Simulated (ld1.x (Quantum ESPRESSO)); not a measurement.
## Tc (Z = 43), RRKJ: configuration errors across variants

- Element: Tc
- Generator: ld1.x (Quantum ESPRESSO) 7.5
- Type: norm-conserving RRKJ (Kleinman–Bylander form)
- Functional: PBE
- Relativity: scalar-relativistic
- Frozen core: [Ar] 3d10
- Valence charge: 15
- Reference configuration: 4s2 4p6 4d5 5s2 5p0
- Partial waves: 4p (bound): rc 1.50 bohr; 4d (bound): rc 1.25 bohr; 4s (bound): rc 1.90 bohr
- Local potential: the s channel
- Core correction: none
- rho0: 0.02

Occupied shells without a wave of their own: 5s. They enter only through the test configuration that unscreens the potential.

All-electron excitation energies from the reference (eV): (1) 4s2 4p6 4d5 5s1 5p0 8.153; (2) 4s2 4p6 4d5 5s0 5p0 23.004; (3) 4s2 4p6 4d4 5s0 5p0 51.710; (4) 4s2 4p6 4d5 5s0 5p2 7.711; (5) 4s2 4p6 4d6 5s0 5p0 6.165; (6) 4s2 4p6 4d5 5s0 5p1 12.735; (7) 4s2 4p6 4d5 5s1 5p1 3.754.

For the base: The 5s level has no wave, so the channel is fitted at the deeper level alone: the likely source of the large errors.

On the changes marked as counting shells twice: ld1.x takes every shell without a wave as core, so the model core holds the marked electrons as well and exchange and correlation see them twice. This cancels in the reference configuration, but the file is broken for other ones, and its errors say nothing about a proper core correction.

2 further variants failed, have other tests or too few solved ones, and are left out.

The file “base” misses its own reference levels by 2.8 eV. The file “wave 4d (bound): rc 1.25 bohr becomes 4d (bound): rc 1.28 bohr” misses its own reference levels by 2.8 eV. The file “core correction a·sin(br)/r model core inside 1.20 bohr (5s counted twice)” misses its own reference levels by 2.7 eV. The file “all radii scaled by about 0.88 (s 1.68, p 1.32, d 1.10 bohr)” misses its own reference levels by 1.3 eV. The file “wave 4p (bound): rc 1.50 bohr becomes 4p (bound): rc 1.88 bohr” misses its own reference levels by 2.8 eV. The file “core correction a·sin(br)/r model core inside 0.48 bohr (5s counted twice)” misses its own reference levels by 2.8 eV. The file “wave 4p (bound): rc 1.50 bohr becomes 4p (bound): rc 0.94 bohr” misses its own reference levels by 2.8 eV.

Errors AE − PS in meV (a dash: test not solved or not reliable):

| change | (1) | (2) | (3) | (4) | (5) | (6) | (7) | bound ghosts |
| --- | --- | --- | --- | --- | --- | --- | --- | --- |
| base | -3480 | -8543 | -11940 | -5102 | -5624 | -6426 | -2417 | not determined |
| wave 4d (bound): rc 1.25 bohr becomes 4d (bound): rc 1.28 bohr | -3480 | -8544 | -11942 | -5103 | -5625 | -6427 | -2417 | not determined |
| core correction a·sin(br)/r model core inside 1.20 bohr (5s counted twice) | -3577 | -8955 | -12609 | -5215 | -5807 | -6522 | -2454 | not determined |
| all radii scaled by about 0.88 (s 1.68, p 1.32, d 1.10 bohr) | -1630 | -4078 | -5670 | -2500 | -2715 | -3103 | -1179 | none |
| wave 4p (bound): rc 1.50 bohr becomes 4p (bound): rc 1.88 bohr | -3481 | -8549 | -11937 | -4858 | -5635 | -6255 | -2318 | not determined |
| core correction a·sin(br)/r model core inside 0.48 bohr (5s counted twice) | -3593 | -9035 | -12681 | -5288 | -5892 | -6598 | -2471 | not determined |
| wave 4p (bound): rc 1.50 bohr becomes 4p (bound): rc 0.94 bohr | -3479 | -8540 | -11939 | -5127 | -5618 | -6443 | -2427 | not determined |

Give the same row for: local potential all-electron potential smoothed inside 1.50 bohr (lloc = -1).

+170, +427, +609, +313, +275, +364, +146; bound ghosts: none.
